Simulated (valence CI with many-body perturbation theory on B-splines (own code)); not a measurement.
Rh30+: what the settings do

Calculated by valence CI with perturbative core correlation (CI+MBPT): five valence electrons over a frozen Dirac-Fock core [Ne], radial functions for each j: 6 s, 6 p, 5 d, 3 f, 1 g, with the one-electron correlation potential Σ1 (screened to all orders), the two-electron term Σ2, the three-electron term Σ3, Breit, model QED; selected single and double excitations, second order for the rest, scaled by the run's own slope (own B-spline code, finite nucleus).

No measured spectrum was set against this ion. As an estimate, large intervals hold to a few tenths of a per cent, small ones and those within an open d or f shell to about a per cent. Among the levels kept, up to 1200 cm⁻¹ of a level comes from second order outside the variational space, and about a tenth of that is noise between levels of different J, which matters for small intervals.

The reference run has the lowest level (3s^2 3p1/2^2 3p3/2) J=3/2 and an ionisation energy of 1748.54 eV. Its largest variational space holds 9996 state functions.

Levels are named by their leading jj configuration (3d3/2^4 stands for four electrons in 3d with j = 3/2), which in mixed levels can hold well under half, so a name can repeat and another be missing. Letters in brackets count levels of one name in rising energy.

Changed runs:
A. logarithmic knot step 0.27 → 0.4
B. Breit term on → off
C. size limit of the variational space 10000 → 1500
D. logarithmic knot step 0.27 → 1.1 (bad on purpose)

Excitation energies of the reference run in cm⁻¹, and shifts in cm⁻¹:

```
                             Level  Reference        A      B         C       D
        (3s^2 3p1/2 3p3/2^2) J=3/2     223699     -3.8  +3904       -11    +9.0
        (3s^2 3p1/2 3p3/2^2) J=5/2     273907     -3.8  +4902       -18    +6.4
        (3s^2 3p1/2 3p3/2^2) J=1/2     337143     -3.6  +3898       -18    +2.3
              (3s^2 3p3/2^3) J=3/2     563243     -7.7  +8377       -38     +13
        (3s 3p1/2^2 3p3/2^2) J=5/2     852333      -10   +982       -12    -191
    (3s^2 3p1/2^2 3d3/2) J=3/2 [a]     925721     -6.6  +1646      -2.1    -140
        (3s 3p1/2^2 3p3/2^2) J=1/2     984393      -11   +909       -14    -196
    (3s^2 3p1/2^2 3d3/2) J=3/2 [b]    1019180     -8.3  +2350       -10    -147
        (3s^2 3p1/2^2 3d5/2) J=5/2    1070390     -4.2  +5086       -13     -99
          (3s 3p1/2 3p3/2^3) J=3/2    1122130      -12  +4636       -24    -169
          (3s 3p1/2 3p3/2^3) J=5/2    1162180      -11  +6276       -32    -144
(3s^2 3p1/2 3p3/2 3d3/2) J=3/2 [a]    1168540     -8.5  +6430       -24    -105
            Ionisation energy (eV)    1748.54  -0.0016  +0.85  +0.00031  -0.016
```
